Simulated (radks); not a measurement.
Values are calculated unless marked as measured or tabulated.
Q: These are the eigenvalues of the occupied orbitals of an atom or ion with whole-number occupations (hartree). Level of theory: Dirac Kohn-Sham, PBEsol, spin-unpolarised, spherical densities, finite nucleus; Fermi nuclear charge, rms radius of each element as measured or else 0.836 A^(1/3) + 0.57 fm (a radial shooting solver on a logarithmic mesh with Libxc functionals).

orbital  eigenvalue
1s1/2     -14.07736
2s1/2      -0.67805
2p1/2      -0.25887
2p3/2      -0.25817

Which element is it, and in what charge state? The configuration may be excited. Open shells, if any, fill j = l - 1/2 first.

A: Z = 7, nitrogen, charge 0: N in [He] 2s2 2p3. The list shows which subshells hold electrons but not how many an open one holds; the 1s level, -14.077 hartree, gives Z - s = 5.3 by -(Z - s)^2/2, which with screening and relativity narrows Z to a few neighbours, and the depths of the outer levels then fix element, charge and occupations together.
